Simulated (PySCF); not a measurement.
## Ionisation energy of Os⁴¹⁺ by level of theory

Os⁴¹⁺ [Ar] 3d10 4s2 4p5 [4p1/2^2 4p3/2^3, M_J = 3/2] → Os⁴²⁺ [Ar] 3d10 4s2 4p4 [4p1/2^2 4p3/2^2, M_J = 2], as a difference of total energies. Calculation: PySCF 2.14, in an even-tempered Gaussian basis (16 s from 5 bohr⁻², ratio 2.8; 14 p from 6.5 bohr⁻², ratio 2.8; 8 d from 12 bohr⁻², ratio 2.8; 4 f from 31 bohr⁻², ratio 3); the two-component X2C-1e Hamiltonian. Correlated levels: [Ne] frozen; the 78 highest virtual spinors dropped. "Screened" scales the spin-orbit matrix elements by Boettger's factors to mimic the two-electron term; Breit and QED terms are absent.

| method | ionisation energy (eV) |
| --- | --- |
| GHF (spin-free) | 2075.9 |
| GMP2 (spin-free) | 2077.2 |
| GHF (screened spin-orbit) | 2045.3 |
| GMP2 (screened spin-orbit) | 2046.7 |

Breit and QED terms and the two-electron picture change are absent.

The spin-free rows relax to the high-spin LS determinant and lack the spin-orbit shift.

The labels give the starting determinants; with spin-orbit coupling the two ends relaxed to ⟨J²⟩ = 3.75, ⟨L²⟩ = 2.08, ⟨S²⟩ = 0.83 and ⟨J²⟩ = 6.00, ⟨L²⟩ = 3.30, ⟨S²⟩ = 1.46.

For comparison: 2052 ± 4 eV (theoretical estimate listed by NIST; NIST Atomic Spectra Database, ionization energies).
